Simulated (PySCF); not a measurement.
H4Cl4Si3, SMILES Cl[SiH2][SiH2][Si](Cl)(Cl)Cl, singlet, B3LYP/def2-SVP optimised geometry.

```
11

Si     1.25    -0.35     0.00
Cl     0.58     1.62     0.00
Si     0.41    -1.42    -1.93
Si    -1.92    -1.18    -2.04
Cl    -2.73    -2.48    -3.44
Cl    -2.74    -1.62    -0.19
Cl    -2.46     0.75    -2.56
H      0.76    -1.03     1.23
H      2.74    -0.35     0.00
H      0.71    -2.89    -1.86
H      1.01    -0.85    -3.17
```

Density from B3LYP/def2-TZVP in PySCF 2.14.0 at that geometry.

Minimum of the electron density along straight lines between bonded atoms, close to the bond critical point (lines longer than 1.1 times the sum of covalent radii, or with two minima, are not listed):

| bond | length / Å | ρ at the minimum / e bohr⁻³ | ∇²ρ there / e bohr⁻⁵ | position (fraction from the first atom) |
|---|---|---|---|---|
| Si1–Cl2 | 2.087 | 0.094 | 0.18 | 0.36 |
| Si1–Si3 | 2.358 | 0.094 | -0.16 | 0.51 |
| Si3–Si4 | 2.347 | 0.095 | -0.16 | 0.38 |
| Si4–Cl5 | 2.073 | 0.099 | 0.18 | 0.36 |
| Si4–Cl6 | 2.075 | 0.099 | 0.18 | 0.36 |
| Si4–Cl7 | 2.068 | 0.100 | 0.18 | 0.36 |
| Si1–H8 | 1.488 | 0.123 | 0.14 | 0.49 |
| Si1–H9 | 1.490 | 0.123 | 0.14 | 0.49 |
| Si3–H10 | 1.494 | 0.118 | 0.14 | 0.49 |
| Si3–H11 | 1.492 | 0.119 | 0.14 | 0.49 |
